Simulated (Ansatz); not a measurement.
```yaml
crystal:
  periodic: [false, false, false]
  atoms:
    - {symbol: C, position_ang: [0.958345, -1.705562, 0.448182]}
    - {symbol: C, position_ang: [0.396437, -0.432690, 0.142830]}
    - {symbol: C, position_ang: [1.250246, 0.669892, -0.590900]}
    - {symbol: C, position_ang: [1.241391, 1.663103, -1.069842]}
    - {symbol: N, position_ang: [0.027042, 2.269288, -0.476720]}
    - {symbol: C, position_ang: [-0.721442, 1.800884, -0.300940]}
    - {symbol: C, position_ang: [-0.835245, 0.273350, 0.353950]}
    - {symbol: C, position_ang: [-1.829049, -0.709974, 0.869395]}
    - {symbol: H, position_ang: [0.633159, -2.284344, 1.002085]}
    - {symbol: H, position_ang: [1.599269, -2.170360, -0.123890]}
    - {symbol: H, position_ang: [0.110945, -2.416820, -0.380888]}
    - {symbol: H, position_ang: [2.564058, -0.137430, -0.891993]}
    - {symbol: H, position_ang: [2.015795, 2.180726, -1.319404]}
    - {symbol: H, position_ang: [-1.774270, 2.053727, 0.212387]}
    - {symbol: H, position_ang: [-2.843948, -0.004039, 0.992532]}
    - {symbol: H, position_ang: [-2.117851, -1.444149, 0.406761]}
    - {symbol: H, position_ang: [-1.442405, -0.616825, 1.610358]}
basis:
  gaussian: {orbitals: def2-SVP}
hamiltonian: {xc: {name: HF}}
correlation: {method: mp2, frozen_orbitals: {C: 0}}
scf: {lower_state_search: full}
```

```sh
$ ansatz run in.yaml --threads 2 --pin off --events-out ev --progress --plain --max-ram 32768MiB --backend cpu
```

Output, abridged:

```
Functional definition: HF
Error: "frozen_orbitals" has no count for N
```

Q: Something in this input is off. What?

A: Frozen orbitals are typed for one element alone, and the program wants a count for each. The input was rejected before any iteration.
